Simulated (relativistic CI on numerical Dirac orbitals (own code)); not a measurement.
**d7 in a ligand field**

Computed with a parametric ligand-field model of a d^n configuration (Racah B and C, spin-orbit zeta, crystal field), exact diagonalisation.

Field parameters in Wybourne normalisation: Oh B⁴₀ = 21Dq, B⁴₄ = √(5/14) B⁴₀. The field is a parameter set, without covalency.

Lowest levels for B = 360, C = 1730, ζ = 480 cm⁻¹, Oh, 10Dq = 5500 cm⁻¹?

Γ6 0 (S 1.50), Γ8 280 (S 1.49), Γ8 691 (S 1.46), Γ7 901 (S 1.50), Γ8 3144 (S 0.59), Γ8 5356 (S 1.44), Γ6 5372 (S 1.49), Γ8 5435 (S 1.49), Γ7 5659 (S 1.48) cm⁻¹, with S from ⟨S²⟩ = S(S + 1). The ground level has 2.07 electrons in the cubic e pair.

Lowest levels for B = 560, C = 2910, ζ = 2150 cm⁻¹, Oh, 10Dq = 30200 cm⁻¹?

Γ8 0 (S 0.54), Γ6 14992 (S 1.49), Γ8 16152 (S 1.48), Γ7 18579 (S 1.50), Γ8 18739 (S 1.48), Γ8 27184 (S 0.54), Γ8 29055 (S 0.53), Γ6 29377 (S 0.52), Γ7 29602 (S 0.52) cm⁻¹, with S from ⟨S²⟩ = S(S + 1). The ground level has 1.05 electrons in the cubic e pair.

Lowest levels for B = 980, C = 3540, ζ = 840 cm⁻¹, Oh, 10Dq = 28000 cm⁻¹?

Γ8 0 (S 0.52), Γ6 9465 (S 1.50), Γ8 9993 (S 1.50), Γ7 10916 (S 1.50), Γ8 10978 (S 1.49), Γ8 25324 (S 0.51), Γ6 26017 (S 0.51), Γ8 26277 (S 0.52), Γ7 26555 (S 0.51) cm⁻¹, with S from ⟨S²⟩ = S(S + 1). The ground level has 1.04 electrons in the cubic e pair.

Lowest levels for B = 730, C = 2830, ζ = 650 cm⁻¹, Oh, 10Dq = 14500 cm⁻¹?

Γ8 0 (S 0.85), Γ6 436 (S 1.50), Γ8 909 (S 1.47), Γ7 1612 (S 1.50), Γ8 2014 (S 1.31), Γ8 12755 (S 0.73), Γ6 13374 (S 0.77), Γ8 13379 (S 0.76), Γ7 13655 (S 0.83) cm⁻¹, with S from ⟨S²⟩ = S(S + 1). The ground level has 1.32 electrons in the cubic e pair; its S is far from a half-integer, so spin-orbit coupling mixes spin states.

Lowest levels for B = 440, C = 2260, ζ = 470 cm⁻¹, Oh, 10Dq = 36150 cm⁻¹?

Γ8 0 (S 0.50), Γ6 25121 (S 1.50), Γ8 25379 (S 1.50), Γ7 25837 (S 1.50), Γ8 25841 (S 1.50), Γ8 34124 (S 0.50), Γ6 34447 (S 0.50), Γ8 34824 (S 0.50), Γ7 35003 (S 0.50) cm⁻¹, with S from ⟨S²⟩ = S(S + 1). The ground level has 1.01 electrons in the cubic e pair.
